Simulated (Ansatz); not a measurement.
Molecule: C4H2ISe (charge 0, doublet). It need not be the lowest isomer of its formula. 
Geometry from a B3LYP-D3(BJ)/def2-TZVP (Ansatz, a program for electronic structure) optimisation:
```
C
C 1 1.3556
H 2 1.0781 1 127.55
H 1 1.0811 2 123.35 3 0.00
C 1 1.4408 4 122.08 2 -180.00
C 5 1.3374 1 113.36 4 -180.00
Se 6 1.8586 5 114.71 1 0.00
I 5 2.0969 6 123.37 7 -180.00
```
Charge 0, spin multiplicity 2.

Basis-set convergence of Hartree-Fock and MP2 correlation energies (hartree) with Ansatz. Valence correlation only, unless marked. Open shells are spin-unrestricted. Spin-orbit coupling is left out. The frozen core is the preceding noble-gas configuration, with the filled d and f shells of earlier blocks. Past Kr the def2 sets carry scalar-relativistic core potentials.

The UHF reference is spin-contaminated (<S^2> 0.44 over the pure value in the largest basis). 

```
basis       functions        E(HF)  E(corr, MP2)
----------  ---------  -----------  ------------
def2-SVP          124  -2848.61197      -0.67483
def2-TZVPP        250  -2849.09267      -0.85341
def2-QZVPP        459  -2849.14734      -0.92299
```

Extrapolating the two largest sets (X = 3 and 4) as X^-3: E(corr) = (64·(-0.92299) - 27·(-0.85341))/37 = -0.9738 Eh, an estimate of the basis-set limit. The largest set recovers 94.8 % of it, the smallest 69.3 %.
